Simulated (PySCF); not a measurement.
Species: C5H7ClO2.
SMILES with atom numbers: `[O:1]=[C:2]1[CH2:3][CH2:4][C@H:5]([Cl:6])[CH2:7][O:8]1` (hydrogens: H9, H10 on C3; H11, H12 on C4; H13 on C5; H14, H15 on C7)

Geometry (GFN2-xTB, Å), atoms numbered from 1 in this order:
```xyz
15
C5H7ClO2 angstrom
O      2.034   -1.437    1.408
C      1.149   -0.747    0.994
C      1.310    0.335   -0.053
C      0.280    0.115   -1.166
C     -1.134   -0.028   -0.588
Cl    -2.188    1.328   -1.092
C     -1.101   -0.039    0.944
O     -0.112   -0.919    1.434
H      1.163    1.311    0.416
H      2.324    0.293   -0.448
H      0.319    0.944   -1.872
H      0.540   -0.796   -1.708
H     -1.617   -0.934   -0.959
H     -0.923    0.978    1.314
H     -2.048   -0.397    1.353
```

The closed-shell SCF was solved with PySCF and density fitting under several settings on one GFN2-xTB geometry (grid level 2 and gas phase unless stated).

| settings | basis functions | SCF cycles | E (Eh) | HOMO (eV) | LUMO (eV) | dipole (D) |
| --- | --- | --- | --- | --- | --- | --- |
| PBE0/pcSseg-1 | 178 | 14 | -804.8073 | -7.97 | 0.06 | 2.78 |
| PBE0/def2-SVPD | 229 | 14 | -804.4999 | -8.07 | -0.13 | 2.85 |
| HF/pcSseg-1 | 178 | 12 | -802.5668 | -12.08 | 3.56 | 3.13 |
| B3LYP/pcSseg-1, IEF-PCM chloroform, fitting basis def2-universal-jkfit | 178 | 11 | -805.3766 | -7.78 | -0.14 | 3.28 |
| PBE0/MINI, grid level 1 | 51 | 10 | -799.9816 | -8.89 | -1.12 | 2.27 |
| HF/STO-3G, IEF-PCM water, damping 0.3 at the start, DIIS from the seventh cycle | 51 | 12 | -793.3998 | -9.06 | 8.42 | 1.39 |
| HSE06/aug-cc-pVDZ, IEF-PCM dichloromethane, grid level 1 | 251 | 11 | -804.9791 | -7.68 | -0.44 | 3.47 |

Task: Estimate the row for these settings: KT3/ANO-RCC-VDZP, damping 0.2 at the start, DIIS from the seventh cycle.

Result: 
| settings | basis functions | SCF cycles | E (Eh) | HOMO (eV) | LUMO (eV) | dipole (D) |
| --- | --- | --- | --- | --- | --- | --- |
| KT3/ANO-RCC-VDZP, damping 0.2 at the start, DIIS from the seventh cycle | 151 | 26 | -813.4262 | -6.49 | -1.12 | 2.67 |

Task: Over all rows, what range does the HOMO–LUMO gap span?

Result: From 5.37 eV (KT3/ANO-RCC-VDZP, damping 0.2 at the start, DIIS from the seventh cycle) to 17.48 eV (HF/STO-3G, IEF-PCM water, damping 0.3 at the start, DIIS from the seventh cycle). The functional of the narrowest has no exact exchange, that of the widest 100 % exact exchange.

Task: And the dipole moment?

Result: From 1.39 D (HF/STO-3G, IEF-PCM water, damping 0.3 at the start, DIIS from the seventh cycle) to 3.47 D (HSE06/aug-cc-pVDZ, IEF-PCM dichloromethane, grid level 1); the largest is 2.50 times the smallest, and the median is 2.81 D.

Task: Compare two rows with the functional PBE0: PBE0/pcSseg-1 and PBE0/def2-SVPD. Which energy is lower, and by how much?

Result: PBE0/pcSseg-1 (178 functions) lies 0.3074 Eh or 193 kcal/mol below PBE0/def2-SVPD (229 functions). The smaller set gives the lower energy; the two sets aren't nested, so the variational bound doesn't order them by size.

Cycle counts include a coarse-grid stage where the run had one. KT3 was designed for NMR shieldings or shifts; total energies of different functionals aren't comparable. ANO-RCC sets were contracted for a scalar-relativistic Hamiltonian, but ran non-relativistically here. Geometry: GFN2-xTB, one conformer.
